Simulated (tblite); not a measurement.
CH9NPSi2 (doublet state).
Bonds: C1–N2, N2–Si3, N2–Si4, Si4–P5. Hydrogens: H6, H7 on C1; H8, H9, H10 on Si3; H11, H12 on Si4; H13, H14 on P5.

Structure optimised with GFN2-xTB, isolated species. This method treats the open shell by occupation alone, without spin polarisation.

(1) What internal coordinates does the optimisation give?

Answers

(1) 
| bond | length (pm) |
| --- | --- |
| C1–N2 | 136.8 |
| N2–Si3 | 175.8 |
| N2–Si4 | 174.7 |
| Si4–P5 | 223.2 |
| C1–H6 | 107.0 |
| C1–H7 | 106.9 |
| Si3–H8, Si3–H10 | 146.2 |
| Si3–H9 | 146.8 |
| Si4–H11, Si4–H12 | 147.4 |
| P5–H13, P5–H14 | 138.3 |

Bonds in one row agree within 1 pm and their mean is given. A selection of angles:
| angle | degrees |
| --- | --- |
| N2–C1–H6 | 119.6 |
| N2–C1–H7 | 119.6 |
| H6–C1–H7 | 120.8 |
| C1–N2–Si3 | 116.3 |
| C1–N2–Si4 | 115.9 |
| Si3–N2–Si4 | 127.7 |
| N2–Si3–H8 | 106.4 |
| N2–Si3–H9 | 107.1 |
| H8–Si3–H9 | 112.6 |
| H9–Si3–H10 | 109.6 |
| N2–Si4–P5 | 110.8 |
| N2–Si4–H11 | 108.6 |
| N2–Si4–H12 | 107.7 |
| P5–Si4–H11 | 107.4 |
| P5–Si4–H12 | 114.0 |
| H11–Si4–H12 | 108.3 |
| Si4–P5–H13 | 95.9 |
| Si4–P5–H14 | 92.7 |
| H13–P5–H14 | 92.2 |

Torsions: C1–N2–Si4–P5 -178° (antiperiplanar). The mirror-image conformer, all signs reversed, is as good.

The 5 heavy atoms lie in one plane (0.018 Å rms). Si3 (silicon bonded to N and 3 H) is distorted tetrahedral (angles from 106.4° to 113.4°). N2 (nitrogen bonded to C and 2 Si) is planar (angles 127.7°, 116.3° and 115.9°, sum 360.0°, 0.01 Å off the plane of its three neighbours). Si4 (silicon bonded to N, P and 2 H) is distorted tetrahedral (angles from 107.4° to 114.0°). Of the pairs four or more bonds apart, P5···H8 is among the closest relative to their van der Waals radii: 2.80 Å, 93 % of the sum of Bondi's values. C1 (carbon bonded to N and 2 H) is planar (angles 120.8°, 119.6° and 119.6°, sum 360.0°, 0.00 Å off the plane of its three neighbours). P5 (phosphorus bonded to Si and 2 H) is pyramidal (angles 95.9°, 92.7° and 92.2°, sum 280.8°, 0.84 Å off the plane of its three neighbours).

Its GFN2-xTB frequencies are all real (lowest 45 cm⁻¹). Torsions: H–C1–N2–Si3 2° and -178°, C1–N2–Si4–P5 -178°, N2–Si4–P5–H -85° and -178°. 3 starts were optimised and ended at 0.00, 0.27 and 1.74 kcal/mol (GFN2-xTB); the lowest of these is shown.

Hardware: one thread of an Arm Neoverse V2, on a shared host. Cost: 0.96 s of wall time. This is the geometry optimisation.

These are computed values.
